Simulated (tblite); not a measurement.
Compound: C7H9O (doublet state).
Z-matrix (Å and degrees, GFN2-xTB geometry), rows numbered from 1:
```
C 
C   1  1.5254
O   2  1.4163  1  111.80
C   3  1.3326  2  118.87  1   -77.80
C   4  1.4220  3  130.32  2    -4.10
C   5  1.3689  4  107.18  3  -179.27
C   6  1.4424  5  108.75  4    -0.02
C   7  1.3622  6  108.40  5     0.09
H   1  1.0863  2  109.74  3  -177.96
H   1  1.0874  2  110.35  3    61.75
H   1  1.0872  2  109.99  3   -57.99
H   2  1.0936  1  110.24  3   116.26
H   2  1.0959  1  110.61  3  -123.16
H   5  1.0734  4  126.60  3     0.42
H   6  1.0743  5  126.41  4  -179.95
H   7  1.0737  6  124.68  5   179.99
H   8  1.0719  4  124.21  3    -0.78
```

Computed with GFN2-xTB (tblite): harmonic, unscaled wavenumbers at the GFN2-xTB geometry, gas phase. This tight-binding method is rough: wavenumbers can miss measured ones by several per cent, in bad cases by 10 to 20. One conformer, not necessarily the lowest. Open shells enter through the occupations alone, without spin polarisation, and single modes of such species can be off by tens of per cent.

Harmonic wavenumbers (cm⁻¹): 78.5, 104.5, 177.2, 236.2, 261.0, 375.4, 493.9, 508.1, 598.3, 633.9, 742.7, 758.2, 769.2, 805.3, 810.0, 834.4, 902.7, 956.6, 1043.7, 1076.8, 1079.0, 1088.1, 1105.1, 1122.0, 1175.6, 1216.0, 1253.3, 1309.9, 1324.7, 1398.5, 1429.5, 1463.3, 1477.6, 1493.1, 1503.5, 1540.1, 2927.1, 2969.5, 3044.8, 3048.9, 3052.1, 3133.8, 3144.2, 3151.0, 3169.2.

A = 5163, B = 1364, C = 1181 MHz; mass 109.065 u (most abundant isotopes); point group C1, symmetry number 1; spin multiplicity 2.

**Question.** Zero-point energy?

**Answer.** ½Σν̃ = 30393 cm⁻¹ = 86.90 kcal/mol.

**Question.** What is S at 200 K and 1 bar for an ideal gas of classical rigid rotors and harmonic oscillators?

**Answer.** Translation 38.02, rotation 26.86, vibration 11.22, spin (R ln 2) 1.38: S = 77.5 cal/(mol K).

**Question.** And Cp and H(200 K) − H(0)?

**Answer.** Cp = 22.16 cal/(mol K), of which vibrations give 14.21 (their classical limit is 45 R = 89.4); H(200 K) − H(0) = 2.90 kcal/mol without the zero-point energy, 1.31 from vibrations.

**Question.** How do the functions run with temperature in this model?

**Answer.** 
```tsv
T (K)	S (cal/(mol K))	Cp (cal/(mol K))	H − H(0) (kcal/mol)	G − H(0) (kcal/mol)	ln q(vib)
50	56.5	10.7	0.44	-2.38	0.17
100	65.2	14.6	1.08	-5.44	0.79
298.15	88.0	31.5	5.52	-20.72	4.04
373.15	95.9	38.7	8.15	-27.62	5.41
500	108.7	49.3	13.76	-40.60	7.86
750	131.7	63.7	28.04	-70.72	12.82
1000	151.4	72.9	45.19	-106.16	17.64
```

q(vib) and H(0) count from the zero-point level.

**Question.** What must be added to the electronic energy to get the Gibbs energy at 200 K and 1 bar?

**Answer.** ZPE + [H(200 K) − H(0)] − T·S = 86.90 + 2.90 − 15.50 = 74.30 kcal/mol.

Hindered rotation and anharmonicity are outside this model. Other conformers, if any are populated, would add a mixing term that is left out. The structure is chiral; the term R ln 2 for an equal mix with its mirror image is left out.
